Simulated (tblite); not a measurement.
Compound: C7H13PS.
Numbering: `[CH2:1]=[CH:2][P@:3](=[S:4])([CH2:5][CH3:6])[C:7](=[CH2:8])[CH3:9]` (hydrogens: H10, H11 on C1; H12 on C2; H13, H14 on C5; H15, H16, H17 on C6; H18, H19 on C8; H20, H21, H22 on C9)

Geometry (GFN2-xTB, Å), atoms numbered from 1 in this order:
```
atom  x, y, z in Å
C1    -0.9450    2.8632    0.6325
C2    -0.2447    2.1242   -0.2118
P3     0.4426    0.5213    0.3219
S4     1.4410    0.5923    1.9836
C5     1.4353    0.0175   -1.1594
C6     2.0875   -1.3368   -0.9298
C7    -0.9913   -0.6326    0.3421
C8    -1.9417   -0.5199   -0.5736
C9    -0.9754   -1.6308    1.4487
H10   -1.3365    3.8326    0.3698
H11   -1.1422    2.5165    1.6354
H12   -0.0076    2.4591   -1.2137
H13    2.1980    0.7929   -1.2901
H14    0.7884    0.0055   -2.0399
H15    1.3344   -2.1220   -0.8786
H16    2.6391   -1.3252    0.0101
H17    2.7800   -1.5729   -1.7355
H18   -1.9067    0.2369   -1.3404
H19   -2.7945   -1.1799   -0.5888
H20   -1.0078   -1.1117    2.4073
H21   -0.0441   -2.1974    1.4295
H22   -1.8192   -2.3134    1.3797
```

Computed values, GFN2-xTB/tblite, gas phase, harmonic and unscaled. This tight-binding method is rough: wavenumbers can miss measured ones by several per cent, in bad cases by 10 to 20. One conformer, not necessarily the lowest. The optimisation stopped once no atom felt more than 0.01 eV/Å.

Lowest wavenumbers of the output (negative numbers stand for imaginary wavenumbers):
```
mode    cm-1
  1     -60.3
  2      35.3
  3      65.8
  4      85.1
  5     118.9
  6     138.6
  7     157.1
  8     162.5
  9     185.3
 10     237.4
```

**Question.** Is this structure a minimum?

**Answer.** No. 1 mode is imaginary beyond 20i (60i cm⁻¹), so at this level the point lies at or near a first-order saddle.

**Question.** Which atoms move in the imaginary mode?

**Answer.** 60i: C1 (terminal =CH2 carbon) 39 %, H11 (vinylic hydrogen) 24 %, H12 (vinylic hydrogen) 16 %. These are shares of the mass-weighted motion.

**Question.** What is the remedy?

**Answer.** Step along that mode in both directions, optimise again with tighter thresholds and repeat the frequencies. The zero-point energy of this point (111.3 kcal/mol) counts the 59 real modes alone, and thermal corrections from it aren't those of a minimum.
